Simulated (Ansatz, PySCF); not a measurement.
Stretching the I1–H2 bond in HI (multiplicity 1 held). Energies count from the point at 1.615 Å.


U- levels take the lowest unrestricted solution at each point, which mixes spins at long bonds. Active spaces are followed from rest. Curves can end on different states.

Cores are frozen in the correlated methods. Filled d and f shells under p-block atoms count as core. Rows in 3-21G carry no dispersion term and start afresh at each structure; the Pople sets are all-electron and without relativity.

Programs: Ansatz (Gaussian basis) for Hartree–Fock, density functionals and correlated methods; PySCF for 3-21G rows. Each number belongs to the level named beside it. In def2 rows elements past Kr take small-core potentials, without spin–orbit coupling.

Energies in eV.

```json
[
 {"R (Å)": "1.292", "R-HF/3-21G": "2.02", "U-PBE/def2-TZVPP": "1.78", "U-r2SCAN/def2-TZVPP": "1.70", "U-B3LYP/def2-TZVPP": "1.73", "FIC-MRCISD+Q on CASSCF(8,5)/def2-TZVPP": "1.74"},
 {"R (Å)": "1.454", "R-HF/3-21G": "0.43", "U-PBE/def2-TZVPP": "0.35", "U-r2SCAN/def2-TZVPP": "0.31", "U-B3LYP/def2-TZVPP": "0.33", "FIC-MRCISD+Q on CASSCF(8,5)/def2-TZVPP": "0.32"},
 {"R (Å)": "1.615", "R-HF/3-21G": "0.00", "U-PBE/def2-TZVPP": "0.00", "U-r2SCAN/def2-TZVPP": "0.00", "U-B3LYP/def2-TZVPP": "0.00", "FIC-MRCISD+Q on CASSCF(8,5)/def2-TZVPP": "0.00"},
 {"R (Å)": "1.777", "R-HF/3-21G": "0.14", "U-PBE/def2-TZVPP": "0.17", "U-r2SCAN/def2-TZVPP": "0.21", "U-B3LYP/def2-TZVPP": "0.20", "FIC-MRCISD+Q on CASSCF(8,5)/def2-TZVPP": "0.21"},
 {"R (Å)": "1.939", "R-HF/3-21G": "0.55", "U-PBE/def2-TZVPP": "0.59", "U-r2SCAN/def2-TZVPP": "0.67", "U-B3LYP/def2-TZVPP": "0.64", "FIC-MRCISD+Q on CASSCF(8,5)/def2-TZVPP": "0.65"},
 {"R (Å)": "2.181", "R-HF/3-21G": "(withheld)", "U-PBE/def2-TZVPP": "1.36", "U-r2SCAN/def2-TZVPP": "1.49", "U-B3LYP/def2-TZVPP": "1.44", "FIC-MRCISD+Q on CASSCF(8,5)/def2-TZVPP": "1.42"},
 {"R (Å)": "2.423", "R-HF/3-21G": "2.27", "U-PBE/def2-TZVPP": "2.11", "U-r2SCAN/def2-TZVPP": "2.25", "U-B3LYP/def2-TZVPP": "2.22", "FIC-MRCISD+Q on CASSCF(8,5)/def2-TZVPP": "2.10"},
 {"R (Å)": "2.827", "R-HF/3-21G": "3.65", "U-PBE/def2-TZVPP": "2.97", "U-r2SCAN/def2-TZVPP": "2.94", "U-B3LYP/def2-TZVPP": "2.98", "FIC-MRCISD+Q on CASSCF(8,5)/def2-TZVPP": "2.85"},
 {"R (Å)": "3.231", "R-HF/3-21G": "(withheld)", "U-PBE/def2-TZVPP": "3.26", "U-r2SCAN/def2-TZVPP": "3.24", "U-B3LYP/def2-TZVPP": "3.25", "FIC-MRCISD+Q on CASSCF(8,5)/def2-TZVPP": "3.18"},
 {"R (Å)": "3.716", "R-HF/3-21G": "5.74", "U-PBE/def2-TZVPP": "3.38", "U-r2SCAN/def2-TZVPP": "3.36", "U-B3LYP/def2-TZVPP": "3.36", "FIC-MRCISD+Q on CASSCF(8,5)/def2-TZVPP": "3.31"},
 {"R (Å)": "4.362", "R-HF/3-21G": "6.57", "U-PBE/def2-TZVPP": "3.43", "U-r2SCAN/def2-TZVPP": "3.41", "U-B3LYP/def2-TZVPP": "3.40", "FIC-MRCISD+Q on CASSCF(8,5)/def2-TZVPP": "3.35"},
 {"R (Å)": "5.169", "R-HF/3-21G": "7.25", "U-PBE/def2-TZVPP": "3.44", "U-r2SCAN/def2-TZVPP": "3.42", "U-B3LYP/def2-TZVPP": "3.41", "FIC-MRCISD+Q on CASSCF(8,5)/def2-TZVPP": "3.36"},
 {"R (Å)": "6.462", "R-HF/3-21G": "7.50", "U-PBE/def2-TZVPP": "3.44", "U-r2SCAN/def2-TZVPP": "3.42", "U-B3LYP/def2-TZVPP": "3.41", "FIC-MRCISD+Q on CASSCF(8,5)/def2-TZVPP": "3.36"}
]
```

Problem. Some entries are withheld; supply them.

Solution. 
- 2.181, R-HF/3-21G: 1.38
- 3.231, R-HF/3-21G: 4.76

Doubts at one or more of the structures used: a restricted determinant that unrestricted orbitals would lower (R-HF/3-21G); a spin-contaminated determinant (U-PBE/def2-TZVPP, U-r2SCAN/def2-TZVPP, U-B3LYP/def2-TZVPP).

Ansatz is a first-principles code.
